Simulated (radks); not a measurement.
Results of a calculation; reference values are marked as such.
Effect of the nuclear size on the zirconium ion Zr+, [Kr] 4d2 5s1. Code: a radial shooting solver on a logarithmic mesh with Libxc functionals. Model: Dirac Kohn-Sham, PBE, spin-unpolarised, spherical densities, finite nucleus; open shells fill j = l - 1/2 first; Fermi nuclear charge, rms radius 4.2694 fm. The rms radius is varied about that value; shifts are against it.

rms radius (fm)  total energy shift (eV)  density at nucleus (e/bohr^3)  1s1/2 shift (meV)  2s1/2 shift (meV)  3p1/2 shift (meV)  4s1/2 shift (meV)
3.7229                            -0.262                      7.576e+04               -111              -11.7              0.175             -0.291
3.9535                            -0.155                      7.531e+04              -65.8              -6.92              0.104             -0.173
4.2694                                 0                      7.474e+04              0.000              0.000              0.000              0.000
4.4103                            0.0728                      7.451e+04               30.8               3.24             -0.049              0.081
4.7134                             0.237                      7.402e+04                100               10.5             -0.158              0.263

Slopes of the eigenvalues against <r^2> in GHz/fm^2, as finite differences over the two radii next to the reference (eigenvalue slopes, not the field-shift constants of lines): 1s1/2 6110, 2s1/2 643, 3p1/2 -9.63, 4s1/2 16.0.
